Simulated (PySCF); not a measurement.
but-1-en-3-yne (C4H4), SMILES C(=C)C#C.

Geometry: PBE-D3(BJ)/def2-SVP.

Level of theory: PBE/def2-TZVPD run with PySCF.

Symmetry labels are those of the subgroup Cs that the program uses (full group Cs).

List the valence orbital energies around the gap with their symmetry. (An estimate is asked for; the answer gives what the named calculation found.)


```
orbital  symmetry  energy (eV)
-------  --------  -----------
HOMO−7         A'       -15.34
HOMO−6         A'       -13.02
HOMO−5         A'       -12.07
HOMO−4         A'       -10.95
HOMO−3         A'        -9.28
HOMO−2         A"        -8.36
HOMO−1         A'        -6.79
HOMO           A"        -6.12
LUMO           A"        -2.10
LUMO+1         A'        -0.50
LUMO+2         A'         0.23
LUMO+3         A'         0.54
```
